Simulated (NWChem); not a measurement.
All runs are NWChem calculations. System: disulfane (H$_{2}$S$_{2}$), charge 0, spin multiplicity 1, at a geometry optimised with PBE0/def2-SVP. Level: RHF/6-31G* (spherical d).

Job file:

```
start mol
memory heap 200 mb stack 800 mb global 1000 mb
geometry units angstroms nocenter noautoz
  S      0.915485     0.485508     0.055298
  S     -0.915485    -0.485508     0.055298
  H      1.536619    -0.268029    -0.884767
  H     -1.536619     0.268029    -0.884767
  symmetry group C2
end
basis spherical
  * library 6-31g*
end
scf
  rhf
  nopen 0
  maxiter 100
  thresh 1e-7
  semidirect memsize 60000000 filesize 0
end
task scf energy
```

NWChem printed:

```
             Northwest Computational Chemistry Package (NWChem) 7.3.0
             --------------------------------------------------------

                                NWChem Input Module
                                -------------------

 Scaling coordinates for geometry "geometry" by  1.889725989
 (inverse scale =  0.529177249)

 Turning off AUTOSYM since
 SYMMETRY directive was detected!

                             Geometry "geometry" -> ""
                             -------------------------

 Output coordinates in angstroms (scale by  1.889725989 to convert to a.u.)

  No.       Tag          Charge          X              Y              Z
 ---- ---------------- ---------- -------------- -------------- --------------
    1 S                   16.0000     0.91548500     0.48550800     0.05529800
    2 S                   16.0000    -0.91548500    -0.48550800     0.05529800
    3 H                    1.0000     1.53661900    -0.26802900    -0.88476700
    4 H                    1.0000    -1.53661900     0.26802900    -0.88476700

 Effective nuclear repulsion energy (a.u.)      84.4531529072

            Nuclear Dipole moment (a.u.)
            ----------------------------
        X                 Y               Z
 ---------------- ---------------- ----------------
     0.0000000000     0.0000000000     0.0000037795

      Symmetry information
      --------------------

 Group name             C2
 Group number              4
 Group order               2
 No. of unique centers     2

      Symmetry unique atoms

     1    3


 Summary of "ao basis" -> "" (spherical)
 ------------------------------------------------------------------------------
       Tag                 Description            Shells   Functions and Types
 ---------------- ------------------------------  ------  ---------------------
 *                           6-31g*                   on all atoms

 Summary of "ao basis" -> "ao basis" (spherical)
 ------------------------------------------------------------------------------
       Tag                 Description            Shells   Functions and Types
 ---------------- ------------------------------  ------  ---------------------
 S                           6-31g*                  8       18   4s3p1d
 H                           6-31g*                  2        2   2s

                                 NWChem SCF Module
                                 -----------------

  ao basis        = "ao basis"
  functions       =    40
  atoms           =     4
  closed shells   =    17
  open shells     =     0
  charge          =   0.00
  wavefunction    = RHF
  use symmetry    = T
  symmetry adapt  = T

 Summary of "ao basis" -> "ao basis" (spherical)
 ------------------------------------------------------------------------------
       Tag                 Description            Shells   Functions and Types
 ---------------- ------------------------------  ------  ---------------------
 S                           6-31g*                  8       18   4s3p1d
 H                           6-31g*                  2        2   2s

      Symmetry analysis of basis
      --------------------------

        a          20
        b          20

 Forming initial guess at       0.0s

      Superposition of Atomic Density Guess
      -------------------------------------

 Sum of atomic energies:        -795.90782699

      Non-variational initial energy
      ------------------------------

 Total energy =    -796.298848
 1-e energy   =   -1268.041014
 2-e energy   =     387.289013
 HOMO         =      -0.286449
 LUMO         =      -0.007654

      Symmetry analysis of molecular orbitals - initial
      -------------------------------------------------

  Numbering of irreducible representations:

     1 a           2 b

  Orbital symmetries:

     1 b           2 a           3 a           4 b           5 a
     6 b           7 a           8 b           9 a          10 b
    11 a          12 b          13 a          14 b          15 a
    16 a          17 b          18 b          19 b          20 a
    21 a          22 a          23 b          24 b          25 a
    26 b          27 a

 Starting SCF solution at       0.2s

 ----------------------------------------------
         Quadratically convergent ROHF

 Convergence threshold     :          1.000E-07
 Maximum no. of iterations :          100
 Final Fock-matrix accuracy:          1.000E-09
 ----------------------------------------------

              iter       energy          gnorm     gmax       time
             ----- ------------------- --------- --------- --------
                 1     -796.1434294421  4.86D-01  1.89D-01      0.2
                 2     -796.1684180200  1.33D-01  4.38D-02      0.2
                 3     -796.1702863126  5.86D-03  1.72D-03      0.2
                 4     -796.1702904053  2.52D-05  1.40D-05      0.2
                 5     -796.1702904055  8.69D-09  3.15D-09      0.2

       Final RHF  results
       ------------------

         Total SCF energy =   -796.170290405491
      One-electron energy =  -1268.648690810361
      Two-electron energy =    388.025247497686
 Nuclear repulsion energy =     84.453152907184

        Time for solution =      0.0s

       Symmetry analysis of molecular orbitals - final
       -----------------------------------------------

  Numbering of irreducible representations:

     1 a           2 b

  Orbital symmetries:

     1 b           2 a           3 a           4 b           5 a
     6 b           7 a           8 b           9 a          10 b
    11 a          12 b          13 a          14 b          15 a
    16 b          17 a          18 b          19 b          20 a
    21 a          22 a          23 b          24 b          25 a
    26 b          27 a

             Final eigenvalues
             -----------------

              1
    1  -91.9714
    2  -91.9714
    3   -8.9891
    4   -8.9889
    5   -6.6709
    6   -6.6707
    7   -6.6693
    8   -6.6692
    9   -6.6666
   10   -6.6666
   11   -1.0635
   12   -0.8915
   13   -0.6016
   14   -0.5533
   15   -0.4800
   16   -0.3881
   17   -0.3871
   18    0.0995
   19    0.1701
   20    0.1764
   21    0.4372
   22    0.4944
   23    0.4977
   24    0.5193
   25    0.5233
   26    0.5474
   27    0.5520

                       ROHF Final Molecular Orbital Analysis
                       -------------------------------------

 Vector   15  Occ=2.000000D+00  E=-4.799839D-01  Symmetry=a
              MO Center= -4.3D-15,  1.5D-15,  1.8D-01, r^2= 2.7D+00
   Bfn.  Coefficient  Atom+Function         Bfn.  Coefficient  Atom+Function
  ----- ------------  ---------------      ----- ------------  ---------------
     7      0.356991  1 S  px                25     -0.356991  2 S  px
     9      0.249741  1 S  pz                27      0.249741  2 S  pz
     8      0.206463  1 S  py                26     -0.206463  2 S  py
     6      0.152733  1 S  s                 24      0.152733  2 S  s

 Vector   16  Occ=2.000000D+00  E=-3.881167D-01  Symmetry=b
              MO Center=  9.7D-15, -2.4D-14,  1.1D-01, r^2= 2.7D+00
   Bfn.  Coefficient  Atom+Function         Bfn.  Coefficient  Atom+Function
  ----- ------------  ---------------      ----- ------------  ---------------
     9      0.425248  1 S  pz                27     -0.425248  2 S  pz
    13      0.242591  1 S  pz                31     -0.242591  2 S  pz
     8     -0.207341  1 S  py                26     -0.207341  2 S  py
     5     -0.158285  1 S  pz                23      0.158285  2 S  pz
    12     -0.157269  1 S  py                30     -0.157269  2 S  py

 Vector   17  Occ=2.000000D+00  E=-3.870782D-01  Symmetry=a
              MO Center= -1.1D-15, -2.4D-16, -7.1D-02, r^2= 2.7D+00
   Bfn.  Coefficient  Atom+Function         Bfn.  Coefficient  Atom+Function
  ----- ------------  ---------------      ----- ------------  ---------------
     8      0.428559  1 S  py                26     -0.428559  2 S  py
    12      0.246975  1 S  py                30     -0.246975  2 S  py
     9     -0.227830  1 S  pz                27     -0.227830  2 S  pz
    13     -0.168958  1 S  pz                31     -0.168958  2 S  pz
     4     -0.159759  1 S  py                22      0.159759  2 S  py

 Vector   18  Occ=0.000000D+00  E= 9.949485D-02  Symmetry=b
              MO Center=  3.2D-14,  4.5D-14,  3.7D-02, r^2= 4.2D+00
   Bfn.  Coefficient  Atom+Function         Bfn.  Coefficient  Atom+Function
  ----- ------------  ---------------      ----- ------------  ---------------
    11      0.902294  1 S  px                29      0.902294  2 S  px
    10     -0.816350  1 S  s                 28      0.816350  2 S  s
    12      0.477995  1 S  py                30      0.477995  2 S  py
     7      0.361854  1 S  px                25      0.361854  2 S  px
     6     -0.190999  1 S  s                 24      0.190999  2 S  s

 Vector   19  Occ=0.000000D+00  E= 1.700944D-01  Symmetry=b
              MO Center=  1.1D-16,  3.1D-16, -3.8D-01, r^2= 4.4D+00
   Bfn.  Coefficient  Atom+Function         Bfn.  Coefficient  Atom+Function
  ----- ------------  ---------------      ----- ------------  ---------------
    38      1.253625  3 H  s                 40     -1.253625  4 H  s
    10     -0.991008  1 S  s                 28      0.991008  2 S  s
    13      0.730232  1 S  pz                31     -0.730232  2 S  pz
    12      0.508648  1 S  py                30      0.508648  2 S  py
     9      0.208920  1 S  pz                27     -0.208920  2 S  pz

 Vector   20  Occ=0.000000D+00  E= 1.763985D-01  Symmetry=a
              MO Center= -5.5D-14, -5.4D-14, -2.4D-01, r^2= 4.4D+00
   Bfn.  Coefficient  Atom+Function         Bfn.  Coefficient  Atom+Function
  ----- ------------  ---------------      ----- ------------  ---------------
    38      1.161266  3 H  s                 40      1.161266  4 H  s
    10     -0.510045  1 S  s                 12      0.510511  1 S  py
    28     -0.510045  2 S  s                 30     -0.510511  2 S  py
    11     -0.498222  1 S  px                29      0.498222  2 S  px
    13      0.460052  1 S  pz                31      0.460052  2 S  pz

 center of mass
 --------------
 x =   0.00000000 y =   0.00000000 z =   0.05021148

 moments of inertia (a.u.)
 ------------------
          60.509650779444         -98.530763009352           0.000000000000
         -98.530763009352         214.544512316462           0.000000000000
           0.000000000000           0.000000000000         262.720841849106

  Mulliken analysis of the total density
  --------------------------------------

    Atom       Charge   Shell Charges
 -----------   ------   -------------------------------------------------------
    1 S   16    16.12   2.00  2.00  5.98  1.32  2.96  0.59  1.20  0.08
    2 S   16    16.12   2.00  2.00  5.98  1.32  2.96  0.59  1.20  0.08
    3 H    1     0.88   0.49  0.39
    4 H    1     0.88   0.49  0.39

       Multipole analysis of the density wrt the origin
       ------------------------------------------------

     L   x y z        total         open         nuclear
     -   - - -        -----         ----         -------
     0   0 0 0     -0.000000      0.000000     34.000000

     1   1 0 0      0.000000      0.000000      0.000000
     1   0 1 0      0.000000      0.000000      0.000000
     1   0 0 1     -0.597832      0.000000      0.000004

     2   2 0 0    -18.663188      0.000000    112.638528
     2   1 1 0     -1.009757      0.000000     47.850449
     2   1 0 1      0.000000      0.000000      0.000000
     2   0 2 0    -21.873001      0.000000     27.449542
     2   0 1 1     -0.000000      0.000000      0.000000
     2   0 0 2    -20.551582      0.000000      5.940384

 Task  times  cpu:        0.2s     wall:        0.2s

 Total times  cpu:        0.3s     wall:        0.3s
```
